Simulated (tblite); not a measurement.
C5H6FO2S (doublet state).
Geometry (GFN2-xTB, Å), atoms numbered from 1 in this order:
```
atom  x, y, z in Å
O1     0.1577    2.2941   -0.5178
S2    -0.6015    1.4635    0.3714
O3    -0.9162    1.9790    1.6682
C4    -1.9980    0.7772   -0.4809
C5    -1.7659   -0.4393   -0.8883
C6    -0.4236   -1.0585   -0.5497
C7     0.2274   -0.1977    0.5311
C8     1.7167    0.0112    0.3850
F9     2.3821   -1.1864    0.5129
H10   -2.4583   -1.0311   -1.4653
H11    0.1853   -1.0623   -1.4585
H12   -0.5414   -2.0938   -0.2241
H13   -0.0303   -0.5394    1.5326
H14    1.9615    0.4146   -0.6023
H15    2.1000    0.6770    1.1638
```

Calculated harmonic vibrations of the isolated species, GFN2-xTB (tblite), most abundant isotopes, no scaling. The method is semi-empirical: single wavenumbers can be off by several per cent or more. One conformer, not necessarily the lowest. Open shells enter through the occupations alone, without spin polarisation, and single modes of such species can be off by tens of per cent.

Harmonic wavenumbers (cm⁻¹): 44.1, 66.7, 135.4, 197.3, 224.0, 282.5, 355.5, 407.1, 427.7, 451.8, 505.0, 567.3, 699.2, 733.3, 779.0, 886.8, 906.8, 990.9, 1008.4, 1045.2, 1071.7, 1119.5, 1126.4, 1140.6, 1146.8, 1206.0, 1248.3, 1261.8, 1285.1, 1314.0, 1439.3, 1448.9, 1680.8, 2954.4, 2964.6, 2970.0, 2983.7, 2996.8, 3090.1.

A = 2154, B = 1246, C = 952.2 MHz; mass 149.007 u (most abundant isotopes); point group C1, symmetry number 1; spin multiplicity 2.

Question: What is the zero-point energy?

Answer: Half the sum of the wavenumbers: 22581 cm⁻¹ = 270.14 kJ/mol.

Question: What is S at 400 K and 1 bar for an ideal gas of classical rigid rotors and harmonic oscillators?

Answer: Translation 177.37, rotation 125.93, vibration 139.68, spin (R ln 2) 5.76: S = 448.7 J/(mol K).

Question: And Cp and H(400 K) − H(0)?

Answer: Cp = 177.61 J/(mol K), of which vibrations give 144.35 (their classical limit is 39 R = 324.3); H(400 K) − H(0) = 42.43 kJ/mol without the zero-point energy, 29.13 from vibrations.

Question: How do the functions run with temperature in this model?

Answer: 
```tsv
T (K)	S (J/(mol K))	Cp (J/(mol K))	H − H(0) (kJ/mol)	G − H(0) (kJ/mol)	ln q(vib)
50	252.0	51.1	2.05	-10.55	0.51
100	293.1	69.6	5.07	-24.24	1.52
298.15	401.8	142.5	26.09	-93.72	5.81
373.15	436.7	168.9	37.78	-125.18	7.45
500	491.6	206.2	61.67	-184.11	10.22
750	585.3	254.9	119.87	-319.09	15.48
1000	663.0	284.4	187.56	-475.41	20.34
```

q(vib) and H(0) count from the zero-point level.

Question: What must be added to the electronic energy to get the Gibbs energy at 400 K and 1 bar?

Answer: ZPE + [H(400 K) − H(0)] − T·S = 270.14 + 42.43 − 179.50 = 133.07 kJ/mol.

Question: Blend soft modes into free rotors: weight 1/[1 + (100 cm⁻¹/ν̃)⁴] for the oscillator and the rest for a rotor with moment μB/(μ + B), μ = h/(8π²ν), B = 10⁻⁴⁴ kg m². What vibrational entropy results?

Answer: 127.79 J/(mol K) in place of 139.68, which changes −T·S at 400 K by +4.76 kJ/mol.

Question: Which modes carry the vibrational entropy at 400 K?

Answer: 44.1 cm⁻¹: 23.63; 66.7 cm⁻¹: 20.20; 135.4 cm⁻¹: 14.38; 197.3 cm⁻¹: 11.34; 224.0 cm⁻¹: 10.33; 282.5 cm⁻¹: 8.53 J/(mol K); the other 33 give 51.26 together.

Hindered rotation and anharmonicity are outside this model. Other conformers, if any are populated, would add a mixing term that is left out. The structure is chiral; the term R ln 2 for an equal mix with its mirror image is left out.
